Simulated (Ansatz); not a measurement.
One change: `F[Si](F)(F)I` becomes `F[SiH](F)F`.

Ansatz, PBE0-D4/def2-TZVP geometries, multiplicity 1. 

Elements past krypton have def2 core potentials.

```tsv
property	`F[Si](F)(F)I`
ideal-gas entropy at 298 K and 1 bar (rigid rotor, harmonic PBE0-D4/def2-TZVP) / J/(mol·K)	329
HOMO energy (PBE0/def2-TZVPP) / eV	-8.61
HOMO energy (PBE/def2-TZVPP) / eV	-7.40
HOMO–LUMO gap (B3LYP/def2-TZVPP) / eV	7.32
zero-point energy (PBE0-D4/def2-TZVP) / kJ/mol	27.3
HOMO–LUMO gap (PBE0/def2-TZVPP) / eV	7.87
```

What does the change do to each property? (An estimate is asked.)

Computed: 
```
                                                                                  property  `F[SiH](F)F`  shift
ideal-gas entropy at 298 K and 1 bar (rigid rotor, harmonic PBE0-D4/def2-TZVP) / J/(mol·K)           278    -51
                                                        HOMO energy (PBE0/def2-TZVPP) / eV        -11.22  -2.61
                                                         HOMO energy (PBE/def2-TZVPP) / eV         -9.55  -2.15
                                                     HOMO–LUMO gap (B3LYP/def2-TZVPP) / eV         11.73   4.41
                                            zero-point energy (PBE0-D4/def2-TZVP) / kJ/mol          47.3   20.0
                                                      HOMO–LUMO gap (PBE0/def2-TZVPP) / eV         12.25   4.38
```

With PBE0 the HOMO falls by 2.61 eV and the LUMO rises by 1.77 eV, so the gap widens by about 4.38 eV. PBE moves the HOMO by -2.15 eV and ωB97M-V by -2.81 eV.

B3LYP here is the variant with VWN-RPA as its local correlation; programs differ in this.

Spin–orbit coupling is left out; it splits and shifts lone-pair levels of the heavy atoms by tenths of an eV.
